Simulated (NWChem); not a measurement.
System meant: CuPH₃Br; SMILES [Br][Cu]<-[PH3]

Input file for NWChem:

```
start job
memory heap 200 mb stack 900 mb global 1100 mb
geometry units angstroms noautoz
  Cu     0.210745    -0.252102    -0.332387
  Br    -0.791421     0.948860     1.252241
  P      1.192062    -1.429574    -1.886729
  H      2.088926    -2.463711    -1.514240
  H      2.024309    -0.776687    -2.832206
  H      0.400485    -2.173013    -2.799569
end
basis spherical
  * library def2-svp
end
dft
  odft
  mult 2
  xc xpbe96 cpbe96
  iterations 150
  mulliken
end
task dft energy
```

End of the output:

```
                                 NWChem DFT Module
                                 -----------------

 Summary of "ao basis" -> "ao basis" (spherical)
 ------------------------------------------------------------------------------
       Tag                 Description            Shells   Functions and Types
 ---------------- ------------------------------  ------  ---------------------
 Cu                         def2-svp                11       31   5s3p2d1f
 Br                         def2-svp                12       32   5s4p3d
 P                          def2-svp                 8       18   4s3p1d
 H                          def2-svp                 3        5   2s1p

 Summary of "ao basis" -> "ao basis" (spherical)
 ------------------------------------------------------------------------------
       Tag                 Description            Shells   Functions and Types
 ---------------- ------------------------------  ------  ---------------------
 Cu                         def2-svp                11       31   5s3p2d1f
 Br                         def2-svp                12       32   5s4p3d
 P                          def2-svp                 8       18   4s3p1d
 H                          def2-svp                 3        5   2s1p

      Symmetry analysis of basis
      --------------------------

        a          38
        e+         29
        e-         29

  Rotation of axis
  number of electrons :                   82
  multiplicity        :                    2
 ------------------------------------------------------------------------
  no. of electrons and multiplicity not compatible                  82
 ------------------------------------------------------------------------
 ------------------------------------------------------------------------
  current input line :
    21: task dft energy
 ------------------------------------------------------------------------
 ------------------------------------------------------------------------
 There is an error in the input file
 ------------------------------------------------------------------------
 For more information see the NWChem manual at https://nwchemgit.github.io

0: no. of electrons and multiplicity not compatible:Received an Error in Communication
```

Q: Can this run be used? If not, why, and what is the fix?

A: The input was rejected before any calculation. Cause: the multiplicity doesn't fit the number of electrons (an even count wants an odd multiplicity, and the reverse). This input runs:
```
start job
memory heap 200 mb stack 900 mb global 1100 mb
geometry units angstroms noautoz
  Cu     0.210745    -0.252102    -0.332387
  Br    -0.791421     0.948860     1.252241
  P      1.192062    -1.429574    -1.886729
  H      2.088926    -2.463711    -1.514240
  H      2.024309    -0.776687    -2.832206
  H      0.400485    -2.173013    -2.799569
end
basis spherical
  * library def2-svp
end
dft
  xc xpbe96 cpbe96
  iterations 150
  mulliken
end
task dft energy
```
It converges to -4556.44521 Ha (PBE/def2-SVP).
